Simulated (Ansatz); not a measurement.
Diatomic SbSe, multiplicity 4 (lowest of 2S+1 = 2, 4 at CCSD(T)/def2-TZVPP on PBE0 minima; our sources give no spin for the ground state, which may be another). No spin–orbit coupling. Se is treated without relativity.

The constants come from a fifth-degree fit in 1/R (seven points, main isotopes). Runs in def2 and cc sets follow the lowest solution found near the PBE0 minimum.

Correlated levels freeze the inner cores; with def2 sets outer-core shells near the valence are correlated too.

The values were computed with Ansatz (a program for electronic structure) with Gaussian orbitals. Each number belongs to the level named beside it. In def2 rows elements past Kr take small-core potentials, without spin–orbit coupling.

Task: What bond length and harmonic frequency does wB97X-V/def2-TZVPP give?

Result: r_e = 2.567 Å, ω_e = 246 cm⁻¹.

Task: What bond length and harmonic frequency does B2PLYP/def2-TZVPP give?

Result: r_e = 2.596 Å, ω_e = 233 cm⁻¹.

Task: What bond length and harmonic frequency does CCSD(T)/def2-TZVPP give?

Result: r_e = 2.593 Å, ω_e = 231 cm⁻¹.
